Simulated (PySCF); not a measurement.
CH4CdO, SMILES [CH3][Cd][OH].

The structure is a stationary point at PBE0-D3(BJ)/def2-TZVP. The def2 effective core potentials stand for the cores of Cd; spin–orbit coupling is left out. One conformer was computed; it need not be the lowest.

These are M06-2X/def2-TZVPD run with PySCF values and carry that method's errors.

The molecule is in vacuum.

```yaml
total_energy: -283.41930 hartree
highest_occupied_level: -9.00 eV
lowest_empty_level: -0.27 eV
orbital_gap: 8.74 eV
dipole_moment: 2.34 D
quadrupole, principal values (traceless, Buckingham form, about the centre of nuclear charge): -11.28, 3.34, 7.94 D·Å
mean_static_polarisability: 48.0 bohr³ (7.12 Å³)
polarisability_principal_values: 38.7, 38.8, 66.6 bohr³
```
